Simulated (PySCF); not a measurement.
Geometries of 2 isomers of C3H5NSi, from PBE0-D3(BJ)/def2-SVP geometry optimisation, gas phase in PySCF 2.14.0. One conformer each, no zero-point energy, no frequencies.

Task: Which is lower in electronic energy at this level?
A.
```xyz
10
angstrom
N     -1.140    1.757    1.985
C     -0.774    1.266    0.999
C     -0.306    0.633   -0.197
C     -0.544   -0.885   -0.376
Si     1.246   -0.442   -0.186
H     -0.457    1.244   -1.096
H     -0.942   -1.187   -1.350
H     -1.043   -1.382    0.463
H      2.112   -0.368   -1.386
H      1.911   -0.675    1.115
```
B.
```xyz
10
angstrom
C      2.215   -0.972   -0.088
C      1.409   -0.060   -0.112
Si     0.100    1.236   -0.137
N     -1.499    0.553    0.066
C     -1.766   -0.671    0.215
H      2.938   -1.769   -0.067
H      0.336    2.196    0.975
H      0.136    1.948   -1.443
H     -1.005   -1.481    0.234
H     -2.814   -1.001    0.337
```

Result: A. That is `[C@@H]1([SiH2]C1)C#N`, 16.7 kcal/mol below the other.

| SMILES | atoms numbered as above | E (Eh) | relative (kcal/mol) | relative (kJ/mol) | dipole (D) |
| --- | --- | --- | --- | --- | --- |
| N#C[C@@H]1C[SiH2]1 | [N:1]#[C:2][C@@H:3]1[CH2:4][SiH2:5]1 | -460.97307 | 0.0 | 0.0 | 4.54 |
| C#C[SiH2]N=C | [CH:1]#[C:2][SiH2:3][N:4]=[CH2:5] | -460.94644 | 16.7 | 69.9 | 1.93 |

As drawn, the lower has a three-membered ring and a C≡N group, which the higher lacks; the higher has a C≡C bond and a C=N bond, which the lower lacks.
